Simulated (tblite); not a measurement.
Compound: C₆H₉NO (charge -1 and doublet state).
Numbering: `[CH3:1][C@@H:2]1[CH:3]=[C:4]([C:5]([NH2:6])[O-:7])[CH2:8]1` (hydrogens: H9, H10, H11 on C1; H12 on C2; H13 on C3; H14, H15 on N6; H16, H17 on C8)
Bond orders are those of one Lewis drawing.

Computed with GFN2-xTB (tblite), gas phase: L-BFGS steps from a force-field or distance-geometry start until the largest atomic force falls under 0.01 eV/Å.

Step 59: E = -667.7564 eV
```
atom  x, y, z in Å  |  force x, y, z in eV/Å
C1     -2.4431    0.2829   -0.4757    0.023   0.006  -0.038
C2     -1.2670    0.0416    0.4783    0.000   0.003   0.012
C3     -0.0303    0.8535    0.2482   -0.029   0.051  -0.001
C4      0.7876   -0.2653    0.0329   -0.053   0.015   0.085
C5      2.1522   -0.4667   -0.1708   -0.087  -0.023   0.008
N6      2.8919    0.7689   -0.3603   -0.069  -0.017   0.016
O7      2.7800   -1.5596   -0.2133   -0.016   0.048  -0.037
C8     -0.3876   -1.2080    0.2239    0.005  -0.019   0.000
H9     -3.2307   -0.4665   -0.3560    0.053   0.023   0.051
H10    -2.8710    1.2700   -0.2850   -0.023  -0.056  -0.004
H11    -2.1041    0.2600   -1.5089    0.059  -0.024  -0.022
H12    -1.6745    0.0661    1.5067    0.008   0.017   0.038
H13     0.1364    1.9160    0.3439   -0.037  -0.038  -0.037
H14     2.4056    1.5283    0.1014    0.071   0.019  -0.016
H15     3.8397    0.6836   -0.0119    0.039  -0.059   0.013
H16    -0.6719   -1.8074   -0.6429   -0.013   0.051  -0.130
H17    -0.3202   -1.8855    1.0798    0.068   0.002   0.060
```

Step 60: E = -667.7591 eV
```
atom  x, y, z in Å  |  force x, y, z in eV/Å
C1     -2.4413    0.2792   -0.4754    0.029   0.001  -0.044
C2     -1.2661    0.0437    0.4810   -0.015   0.015   0.023
C3     -0.0297    0.8583    0.2573   -0.050   0.015  -0.024
C4      0.7865   -0.2595    0.0323   -0.061   0.027   0.094
C5      2.1485   -0.4654   -0.1764   -0.068  -0.006   0.005
N6      2.8923    0.7703   -0.3629   -0.018  -0.055   0.073
O7      2.7706   -1.5614   -0.2216    0.001   0.055  -0.047
C8     -0.3852   -1.2040    0.2265   -0.014  -0.024  -0.004
H9     -3.2251   -0.4740   -0.3580    0.041   0.019   0.072
H10    -2.8728    1.2641   -0.2841   -0.034  -0.046  -0.019
H11    -2.1020    0.2541   -1.5076    0.072  -0.001  -0.048
H12    -1.6803    0.0715    1.5056    0.019  -0.002   0.078
H13     0.1291    1.9232    0.3303   -0.027  -0.030  -0.034
H14     2.4124    1.5219    0.1186    0.065   0.031  -0.032
H15     3.8392    0.6720   -0.0119    0.019  -0.041  -0.017
H16    -0.6703   -1.7974   -0.6437   -0.014   0.025  -0.117
H17    -0.3129   -1.8848    1.0800    0.054   0.015   0.042
```

Step 61: E = -667.7616 eV
```
atom  x, y, z in Å  |  force x, y, z in eV/Å
C1     -2.4389    0.2764   -0.4752    0.032  -0.011  -0.037
C2     -1.2658    0.0458    0.4846   -0.031   0.015   0.030
C3     -0.0303    0.8632    0.2662   -0.067  -0.031  -0.037
C4      0.7846   -0.2538    0.0350   -0.045   0.022   0.076
C5      2.1437   -0.4647   -0.1798   -0.024   0.011   0.010
N6      2.8927    0.7690   -0.3656    0.058  -0.131   0.066
O7      2.7614   -1.5631   -0.2260    0.001   0.052  -0.054
C8     -0.3834   -1.2009    0.2279   -0.040  -0.011  -0.005
H9     -3.2185   -0.4805   -0.3575    0.025   0.016   0.073
H10    -2.8744    1.2593   -0.2848   -0.037  -0.037  -0.035
H11    -2.0974    0.2480   -1.5064    0.073   0.018  -0.054
H12    -1.6850    0.0766    1.5068    0.028  -0.025   0.091
H13     0.1216    1.9289    0.3220   -0.014   0.001  -0.030
H14     2.4187    1.5171    0.1224    0.002   0.112   0.003
H15     3.8369    0.6627   -0.0079    0.021  -0.039  -0.042
H16    -0.6683   -1.7857   -0.6496   -0.007   0.013  -0.063
H17    -0.3046   -1.8863    1.0781    0.024   0.025   0.008
```

Step 62: E = -667.7639 eV
```
atom  x, y, z in Å  |  force x, y, z in eV/Å
C1     -2.4361    0.2723   -0.4767    0.018  -0.018  -0.014
C2     -1.2660    0.0490    0.4879   -0.055   0.000   0.033
C3     -0.0323    0.8689    0.2728   -0.054  -0.007  -0.043
C4      0.7808   -0.2470    0.0346   -0.030   0.003   0.050
C5      2.1364   -0.4623   -0.1881    0.039   0.031   0.018
N6      2.8913    0.7710   -0.3629    0.073  -0.010   0.227
O7      2.7509   -1.5626   -0.2436   -0.015   0.067  -0.059
C8     -0.3825   -1.1977    0.2311   -0.055   0.005  -0.002
H9     -3.2094   -0.4901   -0.3570    0.010   0.002   0.056
H10    -2.8807    1.2503   -0.2838   -0.033  -0.018  -0.060
H11    -2.0918    0.2441   -1.5073    0.062   0.032  -0.035
H12    -1.6897    0.0817    1.5083    0.034  -0.035   0.086
H13     0.1133    1.9375    0.2970   -0.021  -0.038  -0.022
H14     2.4315    1.5134    0.1585    0.093  -0.047  -0.115
H15     3.8394    0.6436   -0.0141   -0.063  -0.009  -0.088
H16    -0.6673   -1.7796   -0.6505    0.002   0.016   0.017
H17    -0.2949   -1.8805    1.0839   -0.006   0.027  -0.049
```

**Question.** Estimate the geometry and energy of step 63. (The exact step hangs on the optimiser's Hessian estimate; all steps are aligned on step 62, rigid shifts and turns removed.)

**Answer.** E = -667.7665 eV, largest force 0.166 eV/Å
```
atom  x, y, z in Å  |  force x, y, z in eV/Å
C1     -2.4343    0.2716   -0.4776    0.007  -0.030   0.014
C2     -1.2676    0.0505    0.4912   -0.044  -0.012   0.026
C3     -0.0350    0.8711    0.2768   -0.046  -0.033  -0.033
C4      0.7784   -0.2440    0.0406    0.012  -0.014   0.000
C5      2.1324   -0.4621   -0.1872    0.078   0.030   0.018
N6      2.8932    0.7665   -0.3597    0.102  -0.074   0.108
O7      2.7451   -1.5629   -0.2497   -0.029   0.035  -0.048
C8     -0.3834   -1.1967    0.2309   -0.052   0.032   0.006
H9     -3.2032   -0.4940   -0.3522   -0.005  -0.002   0.014
H10    -2.8852    1.2471   -0.2861   -0.017  -0.016  -0.069
H11    -2.0859    0.2426   -1.5081    0.035   0.029   0.011
H12    -1.6904    0.0848    1.5130    0.027  -0.049   0.049
H13     0.1080    1.9385    0.2914   -0.012   0.017  -0.012
H14     2.4371    1.5123    0.1504   -0.012   0.089  -0.018
H15     3.8384    0.6405   -0.0076   -0.003  -0.040  -0.073
H16    -0.6652   -1.7720   -0.6576    0.006   0.022   0.079
H17    -0.2891   -1.8817    1.0816   -0.046   0.016  -0.071
```

The energy changes by -0.0027 eV. The first-order estimate −F·Δx gives -0.0044 eV and the mean of the old and new forces, exact on a quadratic surface, -0.0027 eV. The step makes an angle of 66° with the force vector and moves no atom by more than 0.011 Å.

The cost below is that of the whole relaxation. Hardware: Arm Neoverse V2, one thread, shared host. Cost: 0.46 s of wall time.
